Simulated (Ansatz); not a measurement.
`C[O][Ge][OH]` at its PBE0-D4/def2-TZVP geometry, where that method's forces vanish. The species carries charge 0 and has multiplicity 1.

```json
{"atom": "C1", "x (Å)": "0.099", "y (Å)": "-0.520", "z (Å)": "1.059"}
{"atom": "O2", "x (Å)": "1.113", "y (Å)": "0.171", "z (Å)": "0.360"}
{"atom": "Ge3", "x (Å)": "1.006", "y (Å)": "0.959", "z (Å)": "-1.220"}
{"atom": "O4", "x (Å)": "-0.720", "y (Å)": "0.583", "z (Å)": "-1.564"}
{"atom": "H5", "x (Å)": "-0.073", "y (Å)": "-0.027", "z (Å)": "2.020"}
{"atom": "H6", "x (Å)": "-0.841", "y (Å)": "-0.551", "z (Å)": "0.502"}
{"atom": "H7", "x (Å)": "0.432", "y (Å)": "-1.543", "z (Å)": "1.253"}
{"atom": "H8", "x (Å)": "-1.016", "y (Å)": "0.927", "z (Å)": "-2.410"}
```

(1) For each bond, give half the difference of the two atoms' forces along it (eV/Å; positive pushes the atoms apart) under PBE-D4, r2SCAN-D4, B3LYP-D4, ωB97M-V in def2-TZVPP. (Estimate.)

Results:

(1) The calculation gave: 
```
  bond  length (Å)  PBE-D4  r2SCAN-D4  B3LYP-D4  ωB97M-V
 C1–O2       1.412    0.17       0.29      0.24     0.28
 C1–H5       1.094    0.08      -0.05     -0.10    -0.11
 C1–H6       1.092    0.07      -0.08     -0.09    -0.10
 C1–H7       1.094    0.08      -0.06     -0.10    -0.11
O2–Ge3       1.769    0.48       0.01      0.19    -0.06
Ge3–O4       1.800    0.50       0.08      0.33     0.04
 O4–H8       0.961    0.34       0.05     -0.05    -0.04
```

B3LYP here is the variant with VWN-RPA as its local correlation; programs differ in this.

Computed with Ansatz.
